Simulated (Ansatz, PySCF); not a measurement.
H2ClF3OSi2, singlet, geometry from GFN2-xTB, with bond 9-6 at 2.4 times its length. Base run: CASSCF(2,3)/STO-3G run with PySCF.

Here is a job for PySCF.
```python
from pyscf import gto, scf, mcscf
import numpy

mol = gto.M(
    atom='''
Si    1.15548573   -0.45155299    0.61886676
F     1.10393618   -2.00289227    0.89784197
F     1.94331771   -0.25299094   -0.73183991
F     1.98678628    0.22912850    1.76954011
O    -0.28854291    0.17965576    0.57490068
Si   -1.81026276    0.44861094    0.02769441
Cl   -1.71005697    0.94663602   -1.89082069
H    -2.52380340   -0.80615301    0.20866684
H    -2.83291579    3.11132632    2.03565292
''',
    basis='sto-3g',
    verbose=4,
)

mf = scf.RHF(mol)
mf.kernel()
mc = mcscf.CASSCF(mf, 3, 2)
mc.fix_spin_(ss=0.0)
mc.kernel()
occ = numpy.linalg.eigvalsh(mc.fcisolver.make_rdm1(mc.ci, mc.ncas, mc.nelecas))[::-1]
ss = mc.fcisolver.spin_square(mc.ci, mc.ncas, mc.nelecas)[0]
print('natural occupations', occ.round(4), ' <S^2>', round(ss, 4))
```

Programs used: Ansatz (a program for electronic structure), PySCF; a row that names a program was run with it.

Variants of this job, named by their change:

| change | ΔE vs base (kcal/mol) | natural occupations | <S^2> of the state |
|---|---|---|---|
| base | 0.000 | 1.14 0.86 0.00 | 0.00 |
| active space = 6 electrons, 7 orbitals | -18.10 | 1.99 1.98 1.14 0.86 0.02 0.01 0.00 | 0.00 |
| solver = newton | -0.001 | 1.14 0.86 0.00 | 0.00 |
| active space = 8 electrons, 6 orbitals | -9.84 | 2.00 2.00 1.98 1.14 0.86 0.02 | 0.00 |
| state_average = 2 states | 2.90 | - | - |
| start = MP2 natural orbitals | 0.000 | 1.14 0.86 0.00 | 0.00 |
| orbitals = fixed (CASCI); correction = SC-NEVPT2 | -89.3 | 1.15 0.85 0.00 | 0.00 |
| conv_tol = 1e-5 | 0.000 | 1.14 0.86 0.00 | 0.00 |
| code = ansatz | 0.010 | - | - |
| fix_spin_ = off | 0.000 | 1.14 0.86 0.00 | 0.00 |
| code = ansatz; correction = SC-NEVPT2, all electrons | -88.0 | - | - |

Active orbitals are taken around the Fermi level unless the row says otherwise; CASSCF can end in different local minima, and two programs can end on different orbitals. State-averaged rows give the lowest state.

Ansatz warned in this series: the state or the total is in doubt.
